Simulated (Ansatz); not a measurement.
**Nudged elastic band run: C4H5ClO2**

The input (input.yaml):

```yaml
crystal:
  periodic: [false, false, false]
  atoms:
    - { symbol: C, position_ang: [-0.226487, -2.106637, -0.103974] }
    - { symbol: C, position_ang: [0.487084, -0.969945, -0.288402] }
    - { symbol: C, position_ang: [0.030312, 0.343881, 0.09378] }
    - { symbol: O, position_ang: [-1.273471, 0.506619, 0.589694] }
    - { symbol: C, position_ang: [0.719525, 1.523364, 0.030022] }
    - { symbol: O, position_ang: [0.163479, 2.712516, 0.358056] }
    - { symbol: Cl, position_ang: [2.387363, 1.652353, -0.41194] }
    - { symbol: H, position_ang: [0.149243, -3.071777, -0.450836] }
    - { symbol: H, position_ang: [-1.182934, -2.112127, 0.428797] }
    - { symbol: H, position_ang: [1.461984, -1.011292, -0.785863] }
    - { symbol: H, position_ang: [-1.86771, 0.003523, -0.009509] }
    - { symbol: H, position_ang: [-0.771587, 2.474422, 0.584076] }
basis:
  gaussian: { orbitals: "6-31G*" }
hamiltonian:
  xc: pbe
neb:
  order_check: false
  images: 7
  f_tol: 0.03
  max_iterations: 60
  final_atoms:
    - { symbol: C, position_ang: [-0.17890208, -2.17017126, -0.13122093] }
    - { symbol: C, position_ang: [0.41859852, -0.96752327, -0.30020309] }
    - { symbol: C, position_ang: [-0.16655653, 0.29150251, 0.12499651] }
    - { symbol: O, position_ang: [-1.47022398, 0.30587131, 0.58129759] }
    - { symbol: C, position_ang: [0.48158408, 1.49447953, 0.12470423] }
    - { symbol: O, position_ang: [-0.10115757, 2.61985367, 0.60581467] }
    - { symbol: Cl, position_ang: [2.18811668, 1.64544322, -0.29929682] }
    - { symbol: H, position_ang: [0.27646595, -3.08642182, -0.51408619] }
    - { symbol: H, position_ang: [-1.1134099, -2.28747019, 0.42902237] }
    - { symbol: H, position_ang: [1.38375405, -0.90879409, -0.81318167] }
    - { symbol: H, position_ang: [-1.94416268, -0.38466627, 0.06918185] }
    - { symbol: H, position_ang: [0.30269446, 3.39279666, 0.15687248] }
  initial_path:
    images:
      - { positions_ang: [[-0.226487, -2.106637, -0.103974], [0.487084, -0.969945, -0.288402], [0.030312, 0.343881, 0.09378], [-1.273471, 0.506619, 0.589694], [0.719525, 1.523364, 0.030022], [0.163479, 2.712516, 0.358056], [2.387363, 1.652353, -0.41194], [0.149243, -3.071777, -0.450836], [-1.182934, -2.112127, 0.428797], [1.461984, -1.011292, -0.785863], [-1.86771, 0.003523, -0.009509], [-0.771587, 2.474422, 0.584076]] }
      - { positions_ang: [[-0.20781889, -2.11760103, -0.08192949], [0.45845962, -0.96399439, -0.30588552], [-0.01992955, 0.35318698, 0.05117645], [-1.31492167, 0.5035016, 0.47938978], [0.68497998, 1.52064117, 0.0112842], [0.10818277, 2.7185126, 0.32838578], [2.3680109, 1.63618944, -0.38104295], [0.19286894, -3.06053392, -0.41229441], [-1.16933626, -2.12467388, 0.46302365], [1.43125332, -1.00448853, -0.80018801], [-1.884602, -0.07865121, -0.05491258], [-0.57034618, 2.56281116, 0.73689409]] }
      - { positions_ang: [[-0.18915077, -2.12856507, -0.05988499], [0.42983525, -0.95804377, -0.32336903], [-0.07017111, 0.36249296, 0.0085729], [-1.35637233, 0.5003842, 0.36908556], [0.65043495, 1.51791834, -0.00745361], [0.05288655, 2.72450921, 0.29871557], [2.3486588, 1.62002588, -0.35014591], [0.23649489, -3.04929083, -0.37375281], [-1.15573852, -2.13722076, 0.49725031], [1.40052264, -0.99768507, -0.81451302], [-1.90149399, -0.16082541, -0.10031616], [-0.36910535, 2.65120031, 0.88971218]] }
      - { positions_ang: [[-0.17048266, -2.1395291, -0.03784048], [0.40121087, -0.95209316, -0.34085255], [-0.12041266, 0.37179894, -0.03403064], [-1.397823, 0.4972668, 0.25878134], [0.61588993, 1.51519551, -0.02619141], [-0.00240968, 2.73050581, 0.26904535], [2.3293067, 1.60386232, -0.31924886], [0.28012083, -3.03804775, -0.33521122], [-1.14214078, -2.14976764, 0.53147696], [1.36979196, -0.9908816, -0.82883803], [-1.91838599, -0.24299962, -0.14571974], [-0.16786453, 2.73958947, 1.04253027]] }
      - { positions_ang: [[-0.15181454, -2.15049313, -0.01579597], [0.37258649, -0.94614254, -0.35833606], [-0.17065421, 0.38110492, -0.07663419], [-1.43927366, 0.4941494, 0.14847712], [0.58134491, 1.51247268, -0.04492921], [-0.0577059, 2.73650242, 0.23937513], [2.3099546, 1.58769877, -0.28835182], [0.32374677, -3.02680467, -0.29666962], [-1.12854303, -2.16231452, 0.56570362], [1.33906127, -0.98407813, -0.84316303], [-1.93527799, -0.32517382, -0.19112333], [0.0333763, 2.82797863, 1.19534836]] }
      - { positions_ang: [[-0.15858643, -2.15541266, -0.04465221], [0.3840895, -0.95148772, -0.34380282], [-0.16962979, 0.35870432, -0.02622652], [-1.44701124, 0.44707988, 0.25668224], [0.5564047, 1.5079744, -0.00252085], [-0.06856882, 2.70734023, 0.33098502], [2.27949512, 1.60213488, -0.29108807], [0.31192657, -3.04170896, -0.35102376], [-1.12475975, -2.19360344, 0.5315333], [1.35023447, -0.96525712, -0.83566769], [-1.93749916, -0.34004693, -0.12604703], [0.10070584, 2.96918314, 0.93572939]] }
      - { positions_ang: [[-0.16535831, -2.1603322, -0.07350845], [0.39559251, -0.95683291, -0.32926957], [-0.16860537, 0.33630372, 0.02418116], [-1.45474882, 0.40001036, 0.36488736], [0.53146449, 1.50347611, 0.03988751], [-0.07943174, 2.67817804, 0.4225949], [2.24903564, 1.61657099, -0.29382432], [0.30010636, -3.05661324, -0.40537791], [-1.12097647, -2.22489235, 0.49736299], [1.36140766, -0.94643611, -0.82817235], [-1.93972034, -0.35492004, -0.06097074], [0.16803538, 3.11038765, 0.67611042]] }
      - { positions_ang: [[-0.1721302, -2.16525173, -0.10236469], [0.40709552, -0.96217809, -0.31473633], [-0.16758095, 0.31390311, 0.07458884], [-1.4624864, 0.35294083, 0.47309247], [0.50652428, 1.49897782, 0.08229587], [-0.09029465, 2.64901586, 0.51420478], [2.21857616, 1.6310071, -0.29656057], [0.28828615, -3.07151753, -0.45973205], [-1.11719318, -2.25618127, 0.46319268], [1.37258085, -0.9276151, -0.82067701], [-1.94194151, -0.36979316, 0.00410556], [0.23536492, 3.25159215, 0.41649145]] }
      - { positions_ang: [[-0.17890208, -2.17017126, -0.13122093], [0.41859852, -0.96752327, -0.30020309], [-0.16655653, 0.29150251, 0.12499651], [-1.47022398, 0.30587131, 0.58129759], [0.48158408, 1.49447953, 0.12470423], [-0.10115757, 2.61985367, 0.60581467], [2.18811668, 1.64544322, -0.29929682], [0.27646595, -3.08642182, -0.51408619], [-1.1134099, -2.28747019, 0.42902237], [1.38375405, -0.90879409, -0.81318167], [-1.94416268, -0.38466627, 0.06918185], [0.30269446, 3.39279666, 0.15687248]] }
```

Run as:

```bash
$ ansatz run input.yaml --threads 2 --pin off --max-ram 3072MiB --backend cpu --events-out ev --progress --plain --runs-dir out
```

Output, in part (warnings, iteration lines, the closing report on the highest movable image, with atoms numbered from 0):

```
NEB end point (image 0): max|allowed force component| = 1.498e-2 eV/Å (the criterion of neb.relax_end_points is 1.000e-2)
NEB end point (image 8): max|allowed force component| = 7.290e-3 eV/Å (the criterion of neb.relax_end_points is 1.000e-2)
NEB iter   1: max|band force component| = 8.790e1 eV/Å  barrier→ = 14.0505 eV  barrier← = 13.8605 eV  Δτ_max = 0.1987 Å  (297 SCF iters)
NEB iter   2: max|band force component| = 7.567e0 eV/Å  barrier→ = 0.9611 eV  barrier← = 0.7711 eV  Δτ_max = 0.1352 Å  (252 SCF iters)
NEB iter   3: max|band force component| = 5.226e0 eV/Å  barrier→ = 0.6421 eV  barrier← = 0.4521 eV  Δτ_max = 0.1935 Å  (227 SCF iters)
NEB iter   4: max|band force component| = 1.879e0 eV/Å  barrier→ = 0.3795 eV  barrier← = 0.1895 eV  Δτ_max = 0.1143 Å  (238 SCF iters)
NEB iter   5: max|band force component| = 5.294e-1 eV/Å  barrier→ = 0.2373 eV  barrier← = 0.0473 eV  Δτ_max = 0.0232 Å  (226 SCF iters)
NEB iter   6: max|band force component| = 2.587e-1 eV/Å  barrier→ = 0.2346 eV  barrier← = 0.0446 eV  CI = image 4  Δτ_max = 0.0827 Å  (239 SCF iters)
NEB iter   7: max|band force component| = 1.618e-1 eV/Å  barrier→ = 0.2378 eV  barrier← = 0.0478 eV  CI = image 4  Δτ_max = 0.0391 Å  (232 SCF iters)
NEB iter   8: max|band force component| = 7.018e-2 eV/Å  barrier→ = 0.2387 eV  barrier← = 0.0487 eV  CI = image 4  Δτ_max = 0.0211 Å  (235 SCF iters)
NEB iter   9: max|band force component| = 4.362e-2 eV/Å  barrier→ = 0.2387 eV  barrier← = 0.0487 eV  CI = image 4  Δτ_max = 0.0207 Å  (240 SCF iters)
NEB iter  10: max|band force component| = 2.703e-2 eV/Å  barrier→ = 0.2387 eV  barrier← = 0.0487 eV  CI = image 4  Δτ_max = 0.0000 Å  (626 SCF iters)
Total energy: -20829.11190279 eV, -765.4557439483 hartree
Atom 0 at    -0.196720    -2.126877    -0.078930 Å, force    -0.005763    -0.004455     0.006687 eV/Å
Atom 1 at     0.441009    -0.959065    -0.319234 Å, force     0.003160     0.000909     0.000603 eV/Å
Atom 2 at    -0.121292     0.349404    -0.017080 Å, force    -0.004423     0.003628     0.004134 eV/Å
Atom 3 at    -1.450876     0.436350     0.341927 Å, force     0.001206    -0.013208    -0.003474 eV/Å
Atom 4 at     0.571302     1.526614    -0.028923 Å, force     0.017616    -0.006130     0.000648 eV/Å
Atom 5 at    -0.016303     2.735985     0.145581 Å, force    -0.011943     0.006622    -0.009199 eV/Å
Atom 6 at     2.321963     1.570140    -0.285390 Å, force    -0.010237     0.000611     0.003115 eV/Å
Atom 7 at     0.246191    -3.083456    -0.366537 Å, force     0.003198     0.000169     0.000374 eV/Å
Atom 8 at    -1.158747    -2.175995     0.444667 Å, force     0.000592     0.003258    -0.006181 eV/Å
Atom 9 at     1.428480    -0.963120    -0.790465 Å, force    -0.000925     0.000272    -0.003867 eV/Å
Atom 10 at    -1.910023    -0.299954    -0.116446 Å, force     0.000644     0.009686     0.002437 eV/Å
Atom 11 at    -0.078182     2.934874     1.104733 Å, force     0.006873    -0.001362     0.004723 eV/Å
Dipole moment:    -0.243416    -0.312932     0.173781 e Å
```

The forces met the threshold. Beside the main top the profile has a ripple of under 15 meV (maxima at images 4, 7), which may be a very shallow well or noise. A vibrational analysis at the climbing image gives one clearly imaginary mode, 298i cm⁻¹: a first-order saddle point.

Final band (atoms are numbered from 1 in the order of the input):

| image | path coordinate (Å) | energy (kcal/mol) | dihedral C3–C5–O6–H12 (°) |
| --- | --- | --- | --- |
| 0 | 0.00 | 0.0 | -2 |
| 1 | 0.32 | 0.8 | 10 |
| 2 | 0.64 | 2.9 | 32 |
| 3 | 0.97 | 4.9 | 60 |
| 4 | 1.29 | 5.5 | 86 |
| 5 | 1.68 | 4.9 | 117 |
| 6 | 2.07 | 4.5 | 143 |
| 7 | 2.47 | 4.7 | 173 |
| 8 | 2.86 | 4.4 | -154 |

Time of the run: 2.5 min on 2 threads of Intel(R) Xeon(R) Platinum 8488C (Sapphire Rapids), on a shared host, peak memory 0.18 GiB.
